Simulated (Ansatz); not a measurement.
System: methoxyboronic acid, CH$_{5}$BO$_{3}$ (charge 0, singlet). 
Structure (B3LYP-D3(BJ)/def2-TZVP (Ansatz, a first-principles code) minimum search):
```
O
B 1 1.3631
O 2 1.3697 1 120.59
H 3 0.9619 2 112.38 1 180.00
O 2 1.3725 1 119.71 3 180.00
H 5 0.9621 2 112.39 1 0.00
C 1 1.4244 2 120.74 3 0.00
H 7 1.0886 1 107.35 2 180.00
H 7 1.0915 8 109.39 1 -120.52
H 7 1.0915 8 109.39 9 -118.96
```
Charge 0, spin multiplicity 1.

Basis-set convergence of Hartree-Fock and CCSD correlation energies (hartree) with Ansatz. Correlated levels leave the core frozen unless marked. Spin-orbit coupling is left out. Non-relativistic.

| basis | functions | E(HF) | E(corr, CCSD) |
|---|---|---|---|
| aug-cc-pVDZ | 160 | -290.25650 | -0.85483 |
| aug-cc-pVTZ | 345 | -290.33629 | -1.02436 |
| aug-cc-pVQZ | 630 | -290.35550 | -1.08016 |

Extrapolating the two largest sets (X = 3 and 4) as X^-3: E(corr) = (64·(-1.08016) - 27·(-1.02436))/37 = -1.1209 Eh, an estimate of the basis-set limit. The largest set recovers 96.4 % of it, the smallest 76.3 %.
